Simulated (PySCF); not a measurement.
Cartesian coordinates (Å):
```xyz
5

Zn     0.2758    -0.0499    -0.0474
O     -0.2425     1.5114     0.6299
H     -0.5153     2.1282    -0.0764
O      0.9576    -1.5970    -0.6009
H      0.2840    -2.3038    -0.5897
```
Charge 0, spin multiplicity 1.

Question: Estimate the charge on the central atom (Mulliken), dipole moment, HOMO–LUMO gap, LUMO, charge on the central atom (meta-Löwdin), total energy and HOMO that PBE-D3(BJ)/def2-TZVP // BP86-D3(BJ)/def2-SVP (PySCF) returns for this input.

Answer: 
- charge on the central atom (Mulliken) = 0.50 e
- dipole moment = 1.85 D
- HOMO–LUMO gap = 4.71 eV
- LUMO = -2.05 eV
- charge on the central atom (meta-Löwdin) = 1.23 e
- total energy = -52537.79 eV
- HOMO = -6.75 eV
